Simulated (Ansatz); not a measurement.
A made-up structure of CH3OTe (charge +1), singlet:

| atom | x (Å) | y (Å) | z (Å) |
| --- | --- | --- | --- |
| O1 | -0.7300 | -1.0653 | -0.6329 |
| C2 | -0.3877 | 0.3216 | -0.5984 |
| Te3 | 0.9509 | 1.4939 | 0.7930 |
| H4 | -0.2749 | -1.6826 | 0.1405 |
| H5 | -0.9304 | 0.9566 | -1.4906 |
| H6 | 1.3720 | -0.0242 | 1.7883 |

It is relaxed with PBE-D4/def2-SVP and then PBE0-D4/def2-TZVP (Ansatz 0.2.0). Atoms count as bonded within 1.22 times the sum of their covalent radii (H–H: 0.88 Å). The end point is not checked to be a true minimum.

Task: Does its bonding change? (A judgement: the text doesn't fix the answer.)

Result: The calculation gives: No: no bond forms or breaks.

Where it ends: The first stage lowers the energy by 1.32 eV in 7 steps. It ends as CH₃OTe ([OH][CH][TeH]), total charge +1:
| atom | x (Å) | y (Å) | z (Å) |
| --- | --- | --- | --- |
| O1 | -0.6518 | -0.9512 | -0.5649 |
| C2 | -0.3462 | 0.2871 | -0.5343 |
| Te3 | 0.8493 | 1.3337 | 0.7080 |
| H4 | -0.2448 | -1.5017 | 0.1257 |
| H5 | -0.8309 | 0.8542 | -1.3308 |
| H6 | 1.2244 | -0.0221 | 1.5963 |

Labels in which every atom is bracketed show which atoms are joined, not bond orders.

For scale, one of the runs: PBE0-D4/def2-TZVP relaxation, 130 basis functions, launched by `ansatz run in.yaml --threads 2 --pin off --events-out ev --progress --plain --max-ram 4352MiB`. Hardware: 2 CPU threads of an Arm Neoverse V1, shared host. Wall time about 17 s.
